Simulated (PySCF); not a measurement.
Identify the unknown among the candidates.

All candidates are C3H5ClF2O2S.

* Dipole: 4.20 D [PBE0/def2-SVPD]
* Rotational structure: rotational constants A, B, C: 1.780, 1.051, 0.910 GHz [GFN2-xTB]
* Triplet: lowest triplet excitation (Tamm–Dancoff): 5.26 eV [TDA PBE0/def2-SVPD]
* 13C NMR: chemical shifts (computed TMS as zero) by class: 117.7 (1 C), 84.0 (1 C), 18.8 (1 C) ppm [GIAO PBE0/pcSseg-1]
* 1H NMR: chemical shifts (computed TMS as zero) by class: 5.41 (1 H), 4.87 (1 H), 2.10 (3 H) ppm [GIAO PBE0/pcSseg-1]
* UV, strongest line: among the 8 lowest singlet transitions: S7 at 7.85 eV (158 nm, f = 0.102) [TDDFT PBE0/def2-SVPD]

Electronic properties: PySCF, gas phase, density fitting. Levels stand in brackets. The structure is a single GFN2-xTB conformer in the gas phase; no vibrational or solvent corrections. Each NMR value is the plain mean over a class of atoms that symmetry, rotation or inversion makes alike.

Question: Which candidate is it?
A. `C[C@](F)(CF)S(=O)(=O)Cl`
B. `C[C@H](C(F)F)S(=O)(=O)Cl`
C. `C[C@@H](F)[C@H](F)S(=O)(=O)Cl`
D. `CCC(F)(F)S(=O)(=O)Cl`

Answer: A. It is `C[C@](F)(CF)S(=O)(=O)Cl`. Numbering: `[CH3:1][C@:2]([F:3])([CH2:4][F:5])[S:6](=[O:7])(=[O:8])[Cl:9]`. 3 carbons fall into 3 classes; from least to most shielded: sp3 C–F carbon [C2] (117.7 ppm), sp3 C–F carbon [C4] (84.0 ppm), methyl carbon [C1] (18.8 ppm). Hydrogen classes from least to most shielded: 1 H on an sp3 C–F carbon, C4 (5.41 ppm), 1 H on an sp3 C–F carbon, C4 (4.87 ppm), 3 H on a methyl carbon, C1 (2.10 ppm, a mean of values up to 0.8 ppm apart in this geometry). The optimised geometry has point group C1 and is an asymmetric top.

The others, at the same levels:
- `CCC(F)(F)S(=O)(=O)Cl` fails: its computed 13C shifts are 136.0 (1 C), 29.8 (1 C), 9.6 (1 C) ppm, 1H shifts are 2.47 (2 H), 1.32 (3 H) ppm and strongest line among the 8 lowest singlet transitions is S2 at 6.34 eV (196 nm, f = 0.101) (against S7 at 7.85 eV).
- `C[C@H](C(F)F)S(=O)(=O)Cl` fails: its computed 13C shifts are 121.7 (1 C), 78.9 (1 C), 11.8 (1 C) ppm, 1H shifts are 6.25 (1 H), 3.50 (1 H), 1.63 (3 H) ppm and smallest rotational constant is 0.767 GHz (against 0.910 GHz).
- `C[C@@H](F)[C@H](F)S(=O)(=O)Cl` fails: its computed 13C shifts are 115.9 (1 C), 92.2 (1 C), 19.2 (1 C) ppm, strongest line among the 8 lowest singlet transitions is S2 at 6.41 eV (193 nm, f = 0.073) (against S7 at 7.85 eV) and rotational constant A is 2.064 GHz (against 1.780 GHz).

Each candidate is one conformer, not necessarily the lowest. Dipoles, sizes and rotational constants follow the conformer. The torsions of the flexible species, by atom-mapped SMILES:
- `[CH3:1][C@:2]([F:3])([CH2:4][F:5])[S:6](=[O:7])(=[O:8])[Cl:9]`: C1–C2–C4–F5 -60°, C1–C2–S6–O7 42°
- `[CH3:1][CH2:2][C:3]([F:4])([F:5])[S:6](=[O:7])(=[O:8])[Cl:9]`: C1–C2–C3–F4 173°, C2–C3–S6–O7 -86°
- `[CH3:1][C@H:2]([CH:3]([F:4])[F:5])[S:6](=[O:7])(=[O:8])[Cl:9]`: C1–C2–C3–F4 -178°, C1–C2–S6–O7 -45°
- `[CH3:1][C@@H:2]([F:3])[C@H:4]([F:5])[S:6](=[O:7])(=[O:8])[Cl:9]`: C1–C2–C4–F5 162°, C2–C4–S6–O7 47°
